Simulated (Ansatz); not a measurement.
`C1N[SiH2][SiH2]1`. The species carries charge 0 and has multiplicity 1. Geometry: relaxed with PBE0-D4/def2-TZVP.

```xyz
11

C    -0.267    1.168   -0.244
N    -1.161    0.006   -0.276
Si   -0.302   -1.432    0.149
Si    1.323    0.228    0.279
H    -0.170    1.661   -1.219
H    -0.574    1.925    0.487
H    -2.125    0.151   -0.527
H    -0.779   -2.128    1.382
H    -0.237   -2.482   -0.910
H     2.423    0.271   -0.722
H     1.872    0.631    1.601
```

Problem. What is the dipole moment at ωB97M-V/def2-TZVPP? (An estimate is asked.)

Solution. Ansatz gave: 0.97 D, with components (-0.59, 0.73, -0.25) D in this frame, pointing from negative to positive charge.

Problem. And with PBE, r2SCAN, B3LYP? (Best estimate.)

Solution. Ansatz gave: PBE 1.10 D, r2SCAN 1.08 D, B3LYP 0.97 D.

Problem. Give the Mulliken charges with ωB97M-V, B3LYP, PBE in def2-TZVPP. (An estimate is asked.)

Solution. Computed: 
```csv
atom,ωB97M-V,B3LYP,PBE
C1,-0.22,-0.16,-0.14
N2,-0.29,-0.31,-0.25
Si3,0.23,0.30,0.23
Si4,0.11,0.19,0.13
H5,0.11,0.09,0.09
H6,0.11,0.09,0.09
H7,0.08,0.11,0.12
H8,-0.05,-0.09,-0.08
H9,-0.05,-0.09,-0.08
H10,-0.02,-0.06,-0.05
H11,-0.02,-0.06,-0.05
```

B3LYP here is the variant with VWN-RPA as its local correlation; programs differ in this.
